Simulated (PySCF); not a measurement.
This script is equivalent to a calculation on Ar³⁺ (argon, charge +3).

```python
from pyscf import gto, scf, dft, mp, cc
import basis_set_exchange as bse
mol = gto.M(atom="Ar 0 0 0", charge=3, spin=3, symmetry="D2h",
            basis=gto.basis.parse(bse.get_basis("aug-cc-pVTZ-DK", elements=["Ar"], fmt="nwchem")),
            nucmod="G")
mf = dft.UKS(mol, xc="M062X").sfx2c1e()
mf.irrep_nelec = {'Ag': (3, 3), 'B1u': (2, 1), 'B2u': (2, 1), 'B3u': (2, 1)}
mf.kernel()
```

(1) What total energy does it give?

(2) Which occupied shell lies highest, and where?

(3) What is ⟨S²⟩, and what would a pure spin state give?

Answers

(1) -526.275 hartree (calculated).

(2) 3p α, at -55.347 eV.

(3) 3.751, against 3.75.
